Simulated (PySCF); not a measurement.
SMILES Bc1ccccc1F, GFN2-xTB optimised geometry.

```
14

B     -1.46    -1.82     0.00
C     -0.62    -0.52     0.00
C     -1.22     0.74     0.00
C     -0.48     1.91     0.00
C      0.91     1.86     0.00
C      1.55     0.63     0.00
C      0.78    -0.52     0.00
F      1.44    -1.70     0.00
H     -2.62    -1.75     0.00
H     -0.93    -2.87     0.00
H     -2.30     0.80     0.00
H     -0.98     2.87     0.00
H      1.49     2.76     0.00
H      2.62     0.55     0.00
```

Density from CAM-B3LYP/def2-TZVP (PySCF) at that geometry.

Minimum of the electron density along straight lines between bonded atoms, close to the bond critical point (lines longer than 1.1 times the sum of covalent radii, or with two minima, are not listed):

```csv
bond,length / Å,ρ at the minimum / e bohr⁻³,∇²ρ there / e bohr⁻⁵,position (fraction from the first atom)
B1–C2,1.547,0.191,-0.19,0.33
C2–C3,1.403,0.313,-0.92,0.49
C3–C4,1.381,0.328,-0.99,0.50
C4–C5,1.387,0.324,-0.98,0.49
C5–C6,1.384,0.324,-0.98,0.50
C2–C7,1.400,0.318,-0.95,0.47
C6–C7,1.383,0.331,-1.02,0.48
C7–F8,1.348,0.264,-0.13,0.33
B1–H9,1.169,0.194,-0.38,0.44
B1–H10,1.167,0.197,-0.41,0.44
C3–H11,1.080,0.291,-1.06,0.65
C4–H12,1.080,0.289,-1.04,0.65
C5–H13,1.080,0.291,-1.06,0.65
C6–H14,1.079,0.288,-1.04,0.65
```
